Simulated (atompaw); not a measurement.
Reading a pseudo-wave (zinc (Zn))

Columns: radius, all-electron u(r) and pseudo u(r) of the 3d shell (level -10.17 eV) of zinc in the configuration [Ne] 3s2 3p6 3d10 4s2 4p0; PBEsol, scalar-relativistic, PAW (atompaw) scheme, atompaw 4.2.0.5.

```csv
r (bohr),all-electron,pseudo
0.075,0.0641,0.0078
0.150,0.2750,0.0580
0.225,0.5283,0.1752
0.300,0.7455,0.3552
0.375,0.8996,0.5674
0.450,0.9909,0.7674
0.525,1.0305,0.9157
0.600,1.0322,0.9924
0.675,1.0086,1.0026
0.750,0.9692,0.9701
0.825,0.9208,0.9209
0.900,0.8681,0.8681
0.975,0.8141,0.8141
1.050,0.7607,0.7607
1.125,0.7090,0.7090
1.200,0.6596,0.6596
1.275,0.6131,0.6131
1.350,0.5695,0.5695
1.425,0.5287,0.5287
1.500,0.4909,0.4909
1.575,0.4558,0.4558
1.650,0.4232,0.4232
1.725,0.3931,0.3931
1.800,0.3652,0.3652
1.875,0.3395,0.3395
1.950,0.3156,0.3156
```

**Question.** How many radial nodes do the two functions have?

**Answer.** The all-electron 3d function has n − l − 1 = 0; the pseudo-wave has 0.

**Question.** At about which radius was the pseudo-wave matched?

**Answer.** 0.85 bohr, where the columns begin to agree (steps of 0.07 bohr).

**Question.** Is the pseudo-wave norm-conserving?

**Answer.** No, it belongs to a PAW set: the norm inside the radius is not constrained, and the difference is carried by the augmentation charge.
